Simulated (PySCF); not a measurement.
Ga(F)2(OSiH3) (F2GaH3OSi), SMILES [F][Ga]([F])[O][SiH3].

The structure is a stationary point at B3LYP-D3(BJ)/def2-SVP. The structure was generated by enumeration; whether it is a known compound was not checked. The values are those of a single conformer.

Calculation: PBE0/def2-TZVP run with PySCF.

Symmetry labels are those of the subgroup Cs that the program uses (full group Cs).

Computed valence orbital energies around the gap with their symmetry:
```csv
orbital,symmetry,energy (eV)
HOMO−7,A",-12.05
HOMO−6,A",-11.54
HOMO−5,A',-11.47
HOMO−4,A',-11.41
HOMO−3,A",-11.19
HOMO−2,A',-11.11
HOMO−1,A',-9.33
HOMO,A",-9.26
LUMO,A',-2.02
LUMO+1,A",-0.64
LUMO+2,A',0.39
LUMO+3,A',1.35
```
